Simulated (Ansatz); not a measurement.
A run for Ansatz (a first-principles code): R-r2SCAN/def2-TZVPP on CH5Ga (SMILES [CH3][GaH2]), a point of a torsion scan.

Ansatz 0.2 input:
```yaml
crystal:
  periodic: [false, false, false]
  atoms:
    - {symbol: C, position_ang: [-0.94546843, -0.07660609, 0.00260745]}
    - {symbol: Ga, position_ang: [1.07022687, 0.03263637, 0.02048343]}
    - {symbol: H, position_ang: [-1.36641034, 0.49299832, -0.83135306]}
    - {symbol: H, position_ang: [-1.28064285, -1.11367916, -0.09997790]}
    - {symbol: H, position_ang: [-1.36965900, 0.33255811, 0.92491733]}
    - {symbol: H, position_ang: [1.87997739, 1.26305971, 0.59246485]}
    - {symbol: H, position_ang: [2.02197916, -1.09559193, -0.54269958]}
basis:
  gaussian:
    orbitals: def2-TZVPP
hamiltonian:
  xc: {name: r2SCAN}
scf: {lower_state_search: off}
```

**Question.** Predict the final total energy.

**Answer.** -1965.9200 hartree.
